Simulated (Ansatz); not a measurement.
Geometry optimisation, Ansatz 0.2.0, RKS revPBE-D4/def2-SVP.

Input:

```yaml
crystal:
  periodic: [false, false, false]
  atoms:
    - { symbol: B, position_ang: [-0.113776, 0.561865, -0.386034] }
    - { symbol: F, position_ang: [-0.300506, -0.050714, 2.063556] }
    - { symbol: O, position_ang: [1.12196, -0.071665, -0.366935] }
    - { symbol: H, position_ang: [1.066786, -0.995084, -0.661321] }
    - { symbol: "N", position_ang: [-1.289295, -0.00778, -0.965106] }
    - { symbol: H, position_ang: [-1.360767, -0.999813, -1.187598] }
    - { symbol: H, position_ang: [-2.202922, 0.439751, -0.91374] }
    - { symbol: O, position_ang: [-0.054646, 1.87976, 0.093031] }
    - { symbol: H, position_ang: [-0.935549, 2.285441, 0.141455] }
    - { symbol: H, position_ang: [0.364015, 0.547438, 1.79959] }
basis:
  gaussian: { orbitals: def2-SVP }
hamiltonian:
  xc: revpbe
  dispersion: d4
relax:
  f_tol: 0.03
  max_steps: 50
```

Launched with:

```bash
$ ansatz run input.yaml --threads 2 --pin off --max-ram 3072MiB --backend cpu --events-out ev --progress --plain --runs-dir out
```

**Question.** Where does it end, and by what steps?

**Answer.** The run converged. After 9 steps the energy has fallen by 0.176 eV; H10 moved furthest, 0.51 Å.

| step | energy less start (eV) | largest force component (eV/Å) | accepted |
| --- | --- | --- | --- |
| 0 | 0.0000 | 0.478 | yes |
| 1 | -0.0442 | 0.971 | yes |
| 2 | -0.0863 | 1.055 | yes |
| 3 | -0.1363 | 0.799 | yes |
| 4 | -0.1584 | 0.370 | yes |
| 5 | -0.1565 | 0.571 | no |
| 6 | -0.1707 | 0.137 | yes |
| 7 | -0.1737 | 0.076 | yes |
| 8 | -0.1748 | 0.083 | yes |
| 9 | -0.1756 | 0.027 | yes |

```xyz
10
Properties=species:S:1:pos:R:3
B -0.051 0.457 -0.439
F -0.265 0.213 2.450
O 1.169 -0.167 -0.578
H 1.093 -1.062 -0.946
N -1.279 -0.020 -0.983
H -1.359 -0.904 -1.483
H -2.188 0.364 -0.730
O 0.014 1.667 0.282
H -0.820 2.164 0.230
H -0.019 0.878 1.813
```

Whether the end is a true minimum wasn't checked by a vibrational analysis.

Time of the run: 18 s on 2 threads of Arm Neoverse V2, with other jobs on the host, peak memory 0.14 GiB.
